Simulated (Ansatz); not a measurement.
Cartesian coordinates in Å:
```
B 2.089 0.398 -0.643
N 0.866 0.330 0.047
Si 0.330 1.832 0.789
Si -0.522 3.304 -0.820
Si -0.127 -1.133 0.163
C 0.566 -2.470 -0.934
C -0.137 -1.702 1.942
C -1.860 -0.696 -0.387
H 2.545 -0.562 -1.195
H 2.686 1.443 -0.680
H -0.746 1.516 1.772
H 1.451 2.461 1.535
H 0.513 3.605 -1.846
H -0.960 4.580 -0.190
H -1.694 2.686 -1.501
H 1.567 -2.777 -0.624
H -0.087 -3.346 -0.881
H 0.620 -2.152 -1.978
H 0.874 -1.951 2.275
H -0.533 -0.933 2.609
H -0.758 -2.595 2.058
H -1.867 -0.346 -1.422
H -2.509 -1.574 -0.325
H -2.304 0.085 0.236
```

Charge 0, multiplicity 1.

Question: List the B3LYP/def2-TZVPP orbital energies in eV (Ansatz 0.2.0). (An estimate is asked.)

Answer: The calculation gave: Occupied: -1799.22, -1798.87, -1798.73, -389.15, -276.27, -276.24, -276.23, -183.42, -143.73, -143.36, -143.32, -99.06, -99.04, -99.03, -98.71, -98.66, -98.65, -98.63, -98.63, -98.62, -23.14, -19.62, -18.74, -18.71, -15.44, -14.30, -13.97, -12.24, -11.86, -11.42, -11.39, -11.05, -10.95, -10.64, -10.63, -10.26, -9.79, -9.64, -9.50, -9.10, -8.45, -8.40, -8.26, -7.39. Lowest empty: -0.69, -0.20, 0.25, 0.42, 0.70, 1.08, 1.19, 1.55.

B3LYP here is the variant with VWN-RPA as its local correlation; programs differ in this.
